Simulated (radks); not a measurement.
Results of a calculation; reference values are marked as such.
Valence configurations of Eu+ (all share [Xe]). Level of theory: non-relativistic Kohn-Sham, PBE, spin-unpolarised, spherical densities, point nucleus; relativity is left out, which matters for an element this heavy (a radial shooting solver on a logarithmic mesh with Libxc functionals). Energies are relative to 4f7 6s1; eigenvalues in eV.

| valence | E (eV) | e(4f) | e(5d) | e(6p) | e(6s) |
|---|---|---|---|---|---|
| 4f8 | -0.982 | -4.712 | - | - | - |
| 4f7 6s1 | 0.000 | -12.105 | - | - | -8.024 |
| 4f7 5d1 | 0.648 | -9.811 | -6.133 | - | - |
| 4f7 6p1 | 2.671 | -13.164 | - | -5.923 | - |
| 4f6 5d1 6s1 | 6.922 | -18.628 | -9.083 | - | -8.557 |
| 4f6 6s2 | 7.838 | -21.488 | - | - | -9.621 |
| 4f6 5d1 6p1 | 9.815 | -19.643 | -9.895 | -6.201 | - |
| 4f6 6s1 6p1 | 11.003 | -22.485 | - | -6.941 | -10.124 |
| 4f5 5d3 | 18.295 | -23.068 | -8.549 | - | - |
| 4f5 5d1 6s2 | 21.289 | -28.930 | -12.455 | - | -10.042 |

NIST lists [Xe] 4f7 6s1 as the ground configuration; this level of theory puts 4f8 lower, by 0.982 eV. The energies are those of spherical spin-averaged densities, not of single terms. Relativity is left out, which favours d and f over s occupation in heavy atoms.
